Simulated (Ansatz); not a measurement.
Start from `CO[Si](Cl)(OC)[Se]C` and change one atom or group to get `CCN(C)[Si](Cl)(OC)OC`.

Ansatz, PBE0-D4/def2-TZVP geometries, multiplicity 1. Each molecule was computed in one conformer, which needn't be the lowest.

Scalar relativity is left out up to krypton.

```json
{"property": "HOMO–LUMO gap (ωB97M-V/def2-TZVPP) / eV", "`CO[Si](Cl)(OC)[Se]C`": "10.72"}
{"property": "LUMO energy (PBE0/def2-TZVPP) / eV", "`CO[Si](Cl)(OC)[Se]C`": "-0.02"}
{"property": "size of the dipole moment (B3LYP/def2-TZVPP) / D", "`CO[Si](Cl)(OC)[Se]C`": "1.81"}
{"property": "HOMO–LUMO gap (PBE/def2-TZVPP) / eV", "`CO[Si](Cl)(OC)[Se]C`": "4.66"}
{"property": "HOMO energy (B3LYP/def2-TZVPP) / eV", "`CO[Si](Cl)(OC)[Se]C`": "-6.49"}
{"property": "size of the dipole moment (PBE/def2-TZVPP) / D", "`CO[Si](Cl)(OC)[Se]C`": "1.73"}
```

**Question.** Give the same properties after the change, and the shifts. (Best estimate.)

**Answer.** Ansatz gave: 
```
                                        property  `CCN(C)[Si](Cl)(OC)OC`  shift
         HOMO–LUMO gap (ωB97M-V/def2-TZVPP) / eV                   11.34   0.62
              LUMO energy (PBE0/def2-TZVPP) / eV                    0.99   1.01
size of the dipole moment (B3LYP/def2-TZVPP) / D                    2.12   0.31
             HOMO–LUMO gap (PBE/def2-TZVPP) / eV                    5.44   0.78
             HOMO energy (B3LYP/def2-TZVPP) / eV                   -6.40   0.09
  size of the dipole moment (PBE/def2-TZVPP) / D                    2.06   0.33
```

With PBE0 the HOMO rises by 0.12 eV and the LUMO rises by 1.01 eV, so the gap widens by about 0.89 eV. PBE moves the HOMO by 0.29 eV and ωB97M-V by -0.02 eV. Dipoles are sizes alone; their direction can turn.

B3LYP here is the variant with VWN-RPA as its local correlation; programs differ in this.

Spin–orbit coupling is left out; it splits and shifts lone-pair levels of the heavy atoms by tenths of an eV.
